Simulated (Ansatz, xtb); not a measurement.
# Isomers of C4H5BrN2Si in order of energy

3 gas-phase structures of C4H5BrN2Si, from a drawn sample of its isomers (lower ones may exist). Each was relaxed with GFN2-xTB:

A. `[SiH3]c1cnc(Br)cn1`, a singlet
B. `[SiH3]c1nccnc1Br`, a singlet
C. `[SiH3]c1cncc(Br)n1`, a singlet

Problem. Make a reasoned guess at their ranking by r2SCAN-D4/def2-SVP//GFN2-xTB single-point energy.

Solution. Calculated order at r2SCAN-D4/def2-SVP//GFN2-xTB: B (0.0), A (0.1), C (0.4) kcal/mol. Less than 1 kcal/mol parts B and A; A and C, so the order within those pairs means little.

Energies above the lowest of each column, in kcal/mol; the last columns are at r2SCAN-D4/def2-SVP geometries:

| structure | GFN2-xTB | HF/STO-3G | r2SCAN-D4/def2-SVP//GFN2-xTB | r2SCAN-D4/def2-SVP | CCSD(T)/def2-SVP + ΔMP2/def2-TZVPP |
| --- | --- | --- | --- | --- | --- |
| B | 0.0 | 0.5 | 0.0 | 0.0 | 0.0 |
| A | 2.0 | 0.1 | 0.1 | 0.3 | 0.1 |
| C | 1.7 | 0.0 | 0.4 | 0.5 | 0.1 |

CCSD(T)/def2-SVP + ΔMP2/def2-TZVPP has A and B and C within 1 kcal/mol of each other at the bottom, and every level picks one of them. A keeps a small imaginary mode. C keeps a small imaginary mode. ΔMP2 is the change of the MP2 energy from the smaller to the larger basis.

Programs: Ansatz 0.2.0, xtb 6.7.1.
